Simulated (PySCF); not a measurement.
BaF, SMILES [F][Ba+], charge +1.

Coordinates come from a PBE0-D3(BJ)/def2-TZVPD optimisation. The multiplicity is an assumed one; other spin states were not compared. The def2 effective core potentials stand for the cores of Ba; spin–orbit coupling is left out.

Two levels are set side by side: TDA-PBE/def2-TZVPD (PySCF) and TDA-PBE0/def2-TZVPD (PySCF). Vertical, same geometry. The lowest singlet is HOMO→LUMO 100 % with PBE and HOMO→LUMO 99 % with the other functional; states are paired by order. Differences are taken from unrounded values.

```
quantity                              TDA-PBE
------------------------------------  -------
lowest singlet excitation (eV)           5.91
lowest triplet excitation (TDA) (eV)     5.86
```

Q: These are the TDA-PBE values. What does TDA-PBE0 give? (Estimate from the structure and the level; the computed values follow.)

A: 
```
quantity                              TDA-PBE0  TDA-PBE minus TDA-PBE0
------------------------------------  --------  ----------------------
lowest singlet excitation (eV)            7.00                   -1.09
lowest triplet excitation (TDA) (eV)      6.94                   -1.08
```

Functionals without exact exchange tend to place singlet excitations lower, as here. Differences between two approximate levels are no errors against the true value.

Rough cost on one machine, each run with all the roots and properties that it gave: TDA-PBE0 against TDA-PBE within a factor of 2.
